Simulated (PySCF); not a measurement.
A small calculation by hand: chemical shift, span and skew from a shielding tensor

SeFCl, SMILES F[Se]Cl. Atoms are numbered in the order given.

```xyz
3

Se     0.4202     0.4584     0.0000
F     -1.1419     1.2536     0.0000
Cl    -0.2358    -1.5805     0.0000
```
Charge 0, spin multiplicity 1.

The structure is a stationary point at r2SCAN-D4/def2-TZVP.

GIAO shieldings from PBE0/pcSseg-2 run with PySCF, non-relativistic, no solvent. The symmetric part of the tensor of F2 has the principal values 159.6, 250.2, 1093.9 ppm. The same nucleus in CFCl3 has σ = 165.8 ppm at this level (PySCF, at its B3LYP-D3(BJ)/def2-TZVP geometry). Without spin–orbit terms, shifts of atoms bonded to Cl or Br come out too high.

Question: Work out the isotropic shielding, the ¹⁹F shift against CFCl3, the span and the skew.

Answer: 
σ(iso) = (σ11 + σ22 + σ33)/3 = 501.2 ppm. δ = σ(ref) − σ(iso) = 165.8 − (501.2) = -335.4 ppm.
Span Ω = σ33 − σ11 = 934.3 ppm. Skew κ = 3(σ(iso) − σ22)/Ω = 0.81. Tumbling in solution averages the tensor to δ; in a static solid the shielding alone would spread this spin-1/2 line over Ω.
